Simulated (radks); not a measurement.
Values are calculated unless marked as measured or tabulated.
Spherical quantum dot in the effective-mass picture: electrons in a hard-walled sphere of radius 7.26, with a point charge +1 (a donor) at the centre, all in effective atomic units (hartree* = m*/eps^2 hartree, bohr* = eps/m* bohr), one dielectric constant everywhere. Level of theory: non-relativistic Kohn-Sham, LDA (Slater exchange, Perdew-Wang correlation), spin-polarised, spherical densities (a radial shooting solver with Libxc functionals). Levels are named by radial order and angular momentum (1s, 1p, 1d, 2s, ...), and open shells are averaged over m.

N = 7, configuration 1s2 1p(up 3, down 2). This is the lowest configuration that the search found. Occupied and some empty levels:

| level | occupation | eigenvalue (hartree*) | <r> (bohr*) |
|---|---|---|---|
| 1s up | 1 | 1.0322 | 3.189 |
| 1s down | 1 | 1.0361 | 2.988 |
| 1p up | 3 | 1.1342 | 4.785 |
| 1p down | 2 | 1.1457 | 4.781 |
| 2s up | 0 | 1.1782 | 3.349 |
| 2s down | 0 | 1.1805 | 3.518 |
| 1d up | 0 | 1.2323 | 5.041 |
| 1d down | 0 | 1.2441 | 5.043 |
| 1f up | 0 | 1.3600 | 5.222 |
| 1f down | 0 | 1.3716 | 5.226 |

Energy (hartree*): total 3.06449, kinetic 1.4580, external -2.2174, Hartree 5.0741, exchange-correlation -1.2502.

Electron density:

| r (bohr*) | n(r) (e/bohr*^3) |
|---|---|
| 0.363 | 0.1106 |
| 0.726 | 0.05606 |
| 1.09 | 0.03019 |
| 1.45 | 0.01775 |
| 1.81 | 0.01167 |
| 2.18 | 0.008762 |
| 2.54 | 0.007475 |
| 2.90 | 0.007064 |
| 3.26 | 0.007119 |
| 3.63 | 0.007377 |
| 3.99 | 0.007630 |
| 4.35 | 0.007693 |
| 4.71 | 0.007409 |
| 5.08 | 0.006681 |
| 5.44 | 0.005507 |
| 5.80 | 0.004022 |
| 6.17 | 0.002466 |
| 6.53 | 0.001140 |
| 6.89 | 0.0002859 |
| 7.25 | 5.940e-07 |
